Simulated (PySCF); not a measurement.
## Identify the compound

An unknown has the formula C7H8N2O. Its calculated NMR data are:

¹H NMR (500 MHz, computed): δ 9.70 (s, 1H), 9.56 (s, 1H), 2.74 (s, 3H), 2.68 (s, 3H).

¹³C{¹H} NMR (computed): δ 207.4, 159.9, 150.9, 140.7, 134.0, 32.1, 21.1.

In vacuum, non-relativistic Hamiltonian, one computed conformer, rapidly exchanging positions averaged. Shieldings: GIAO PBE0/pcSseg-1; GFN2-xTB structure; PySCF 2.14.0 with density-fitted response routines.

Scale: ¹H, ¹³C against TMS (reference shieldings calculated alike).

Choose the structure that fits.
A. CC(=O)c1ccnnc1C
B. CC(=O)c1cnncc1C
C. C=Cc1nnc(C2CC2)o1

Results:

B. 

The formula gives 5 degrees of unsaturation (1 ring in the answer). 7 carbon signals for 7 carbons: no two carbons are equivalent. Carbon types of the structure: 3 × C, 2 × CH, 2 × CH3, which accounts for all hydrogens. δC 207.4: ketone carbonyl carbon; low-lying n→π* states of the double bond to the heteroatom give a large paramagnetic term (-266 ppm). δC 159.9, 150.9: aromatic CH next to a ring nitrogen; the adjacent pyridine-type nitrogen withdraws density from it. δC 140.7, 134.0: substituted aromatic carbon. δC 21.1: methyl carbon on an aromatic ring; saturated and bonded to C and H only. δH 9.70, 9.56: hydrogen on an aromatic CH next to a ring nitrogen; ring current plus the neighbouring ring nitrogen.

The others: C=Cc1nnc(C2CC2)o1 would give 6 carbon signals, not 7; CC(=O)c1ccnnc1C has carbons computed at 208.6, 159.9, 155.5, 133.4, 126.4, 32.3, 26.1.

Shifts are as computed. Against solution values, carbons near 30 ppm lie about +3 ppm off and those near 130 ppm about +5 ppm. Of 1211 compounds with measured shifts, 218 miss one by over three times the rms of a fit or turn the order of signals round; such compounds aren't used in these exercises. Multiplicities follow the n + 1 count of equivalent neighbours, as no J values were calculated; m marks all less simple cases, F and P coupling included.
